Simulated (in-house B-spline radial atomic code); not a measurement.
## How G0W0 and RPA depend on the start: Pd VI (Pd5+)

Configuration [Kr] 4d5, highest spin. Computed with an all-electron radial atomic-structure program (B-spline basis): all electrons, scalar-relativistic (spin-free one-electron X2C), finite nucleus, each spin shell either full or empty, empty states to l = 9 with an (l + 1/2)⁻⁴ tail; G0W0 by contour deformation at full frequency.

```
            start  mean-field 4d up (eV)  G0W0 (eV)  QP weight  RPA correlation (Eh)
     Hartree-Fock                 -85.03     -85.41      0.974               -2.9166
         LDA VWN5                 -75.94     -85.04      0.955                -3.154
              PBE                 -75.93     -84.98      0.955               -3.1497
             PBE0                 -78.48     -85.09      0.962               -3.0853
           r2SCAN                 -76.61     -85.00      0.959               -3.1069
            HSE06                 -78.03     -85.10      0.961               -3.0899
  B3LYP (VWN-RPA)                 -77.80     -85.10      0.961               -3.0993
             SCAN                 -76.54     -84.96      0.959               -3.1046
             TPSS                 -75.95     -84.99      0.956               -3.1368
        BHandHLYP                 -80.68     -85.22      0.967               -3.0264
        CAM-B3LYP                 -79.73          ?          ?                     ?
          LC-wPBE                 -81.16     -85.22      0.967               -3.0777
            wB97X                 -80.63     -85.09      0.967               -3.0635
           PBEsol                 -75.87     -85.00      0.955               -3.1511
             BLYP                 -75.58     -85.01      0.954               -3.1512
          r2SCAN0                 -78.97     -85.10      0.964               -3.0567
LDA exchange-only                 -74.53          ?          ?                     ?
```

Problem. What G0W0 level, weight and RPA correlation energy follow from the CAM-B3LYP start?

Solution. G0W0 level -85.20 eV, weight 0.965, RPA correlation -3.0748 hartree.

Problem. What G0W0 level, weight and RPA correlation energy follow from the LDA exchange-only start?

Solution. G0W0 level -85.18 eV, weight 0.953, RPA correlation -3.1535 hartree.

Problem. How much of the dependence on the start does G0W0 remove?

Solution. The mean-field levels span 10.5 eV and the G0W0 levels 0.451 eV. Against 84.1 ± 2 eV (NIST, tabulated theory) the G0W0 removal energies are off by +0.86 to +1.31 eV, with spin-orbit coupling, Breit and QED terms left out.
